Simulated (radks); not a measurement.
The numbers below are computed, except where a source is named.
Numerical settings for neutral beryllium, [He] 2s2. Code: a radial shooting solver on a logarithmic mesh with Libxc functionals. Model: scalar-relativistic Kohn-Sham, r2SCAN, spin-polarised, spherical densities, finite nucleus; meta-GGA in the generalised Kohn-Sham scheme; Fermi nuclear charge, rms radius 2.519 fm. The defaults (mesh step 0.008 in ln r, mesh end at 40 bohr or more with all orbitals vanishing there, Anderson mixing 0.5 over 9 steps, residual threshold near 1e-9 with the energy settled to 1e-9 hartree or 1e-11 of itself, here a cap of 87 iterations) give E = -14.652 hartree and 2s at -5.747 eV in 16 iterations. Run on one thread of a shared host, so times are rough (Arm Neoverse V1): 0.08 s of CPU time, 0.08 s wall, 16 iterations on 2208 mesh points. Changes against that run (0 stands for a change within the tolerance of the run):

| setting | iterations | converged | E (mhartree) | e(2s) (meV) | CPU (s) |
|---|---|---|---|---|---|
| mesh step in ln r 0.08 | 11 | yes | -0.926 | -0.584 | 0.01 |
| mesh step in ln r 0.03 | 11 | yes | 0 | +0.0252 | 0.02 |
| mesh step in ln r 0.005 | 19 | yes | 0 | 0 | 0.14 |
| mesh end (bohr) 2 | 13 | level above zero | +3.02e+03 | +5.11e+04 | 0.05 |
| mesh end (bohr) 1 | 12 | level above zero | +2.42e+04 | +3.51e+05 | 0.05 |
| residual threshold 1e-05 | 11 | yes | 0 | +0.0318 | 0.06 |
| residual threshold 1e-16 | 87 | no | 0 | 0 | 0.36 |
| mixing 1 | 14 | yes | 0 | 0 | 0.07 |
| linear mixing, mixing 0.8 | 87 | no | 0 | 0 | 0.33 |
| linear mixing, mixing 1 | 87 | no | 0 | 0 | 0.33 |
| mixing history 20 | 15 | yes | 0 | 0 | 0.08 |
| iteration cap 2 | 2 | no | +8.01 | -3.07e+03 | 0.01 |

Settled on a wrong energy, with an occupied level pushed above zero by the early mesh end: mesh end (bohr) 2 (+3.02 hartree); mesh end (bohr) 1 (+24.2 hartree). Apart from these: no run marked as converged misses the energy by more than 1 mhartree. A mesh that ends early acts as a hard wall.
